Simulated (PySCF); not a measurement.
# Structure from 2D NMR

Compound of formula C$_{2}$H$_{9}$NOSi$_{3}$. Correlations simulated from computed shifts and the bond graph:

HSQC (one-bond C–H):
```
  δH     δC
7.46  156.5
7.38  157.9
```

COSY cross peaks (H two or three bonds apart, from the bond graph; peaks can be absent where the dihedral angle is near 90°):
```
  δH    δH
7.46  7.38
7.46  5.30
7.46  5.15
7.38  5.35
5.30  5.15
```

HMBC (two and three bonds, from the bond graph):
```
  δH            δC
7.46         157.9
7.38         156.5
5.35  157.9, 156.5
5.30  157.9, 156.5
5.15  157.9, 156.5
```

PySCF calculation with coordinates at the GFN2-xTB level and shielding tensors at PBE0/pcSseg-1 (GIAO); no solvent model, no relativistic terms, a single conformation, rapidly exchanging positions averaged.

Shifts are taken against calculated references (same method and geometry level): 1H (σ = 31.72 ppm) and 13C (σ = 186.93 ppm) vs TMS.

Exchangeable hydrogens are left out of these lists.

Q: Assemble the structure.

A: `[SiH3]O[Si@@H]1C=C[SiH2]N1`.

Numbering as in the mapped SMILES `[SiH3:1][O:2][Si@@H:3]1[CH:4]=[CH:5][SiH2:6][NH:7]1`. Each H is labelled by its parent atom. Ha(Si6) is cis to O2 on the ring; Hb(Si6) is trans to O2 on the ring.

δC 157.9 is C4, an alkene CH (δH 7.38). δC 156.5 is C5, an alkene CH (δH 7.46). COSY links 7.46–7.38, 7.46–5.30, 7.46–5.15, 7.38–5.35, 5.30–5.15.

The shifts were computed for this structure.

OH/NH shifts are gas-phase values; hydrogen bonding in solution moves them, usually downfield. Shifts are as computed. Against solution values, carbons near 30 ppm lie about +3 ppm off and those near 130 ppm about +5 ppm. Of 1309 compounds with measured shifts, 239 miss one by over three times the rms of a fit or turn the order of signals round; such compounds aren't used in these exercises.
